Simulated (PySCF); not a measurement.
CH9OPSi2.
Cartesian coordinates in Å at the GFN2-xTB level; atoms count from 1:
```xyz
14
CH9OPSi2 angstrom
C     -1.535   -0.882    0.762
Si    -0.276    0.509    0.461
P     -1.061    1.808   -1.197
O      1.148   -0.103   -0.023
Si     2.129   -0.911   -1.032
H     -1.135   -1.629    1.440
H     -2.453   -0.496    1.194
H     -1.795   -1.382   -0.168
H      0.096    1.201    1.699
H     -0.207    2.869   -0.943
H     -2.076    2.363   -0.437
H      1.933   -0.394   -2.385
H      3.459   -0.628   -0.502
H      1.773   -2.326   -0.945
```

Level of theory: TDDFT PBE0/def2-SVPD, vertical, gas phase, core orbitals frozen in the response in PySCF.

Ground-to-excited transition dipoles (e·a0, same axes as the geometry; the sign carries no meaning), for the states with f of 0.002 or more among the lowest 6:

```json
{"state": "S1", "E (hartree)": "0.2258", "μx": "-0.226", "μy": "0.219", "μz": "-0.087"}
{"state": "S2", "E (hartree)": "0.2396", "μx": "-0.006", "μy": "-0.225", "μz": "-0.083"}
{"state": "S3", "E (hartree)": "0.2563", "μx": "-0.109", "μy": "0.100", "μz": "-0.321"}
{"state": "S4", "E (hartree)": "0.2575", "μx": "-0.110", "μy": "-0.006", "μz": "0.269"}
{"state": "S5", "E (hartree)": "0.2648", "μx": "-0.493", "μy": "0.565", "μz": "-1.075"}
{"state": "S6", "E (hartree)": "0.2681", "μx": "-0.020", "μy": "-0.266", "μz": "0.152"}
```

(1) Work out the oscillator strengths.

(2) Which bond between heavy atoms lies closest to the direction of the S5 transition dipole?

(3) What angle do the transition dipoles of S4 and S6 make?

(4) How is the summed strength of these states shared among x, y and z?

(5) What peak molar absorption coefficient would the strongest computed level give as a lone Gaussian band 0.5 eV wide at half height?

## Answers

(1) f = (2/3) ΔE |μ|² with ΔE in hartree (27.2114 eV).

| state | \|μ\|² (au) | \|μ\| (D) | f |
| --- | --- | --- | --- |
| S1 | 0.106 | 0.83 | 0.016 |
| S2 | 0.057 | 0.61 | 0.009 |
| S3 | 0.125 | 0.90 | 0.021 |
| S4 | 0.084 | 0.74 | 0.015 |
| S5 | 1.717 | 3.33 | 0.303 |
| S6 | 0.094 | 0.78 | 0.017 |

(2) Si2–P3, at 10° from it; next Si2–O4 at 76°.

(3) |cos θ| = |μa·μb| / (|μa| |μb|) = 0.50, so θ ≈ 60° (taken between 0 and 90°, since the signs are arbitrary).

(4) (2/3) Σ ΔE μα² gives 0.055 for x, 0.086 for y and 0.240 for z, 0.381 in all.

(5) ε(max) = 2.175×10⁸ f / FWHM, with the width in cm⁻¹. S5: 2.175×10⁸ × 0.3030 / 4033 ≈ 16000 L mol⁻¹ cm⁻¹.

Hardware: Arm Neoverse V2, one thread, no GPU, shared host with 32 logical CPUs at a one-minute load of 23. Cost: 21 s of wall time, 0.78 GiB resident at most.

One conformer stands for the species.
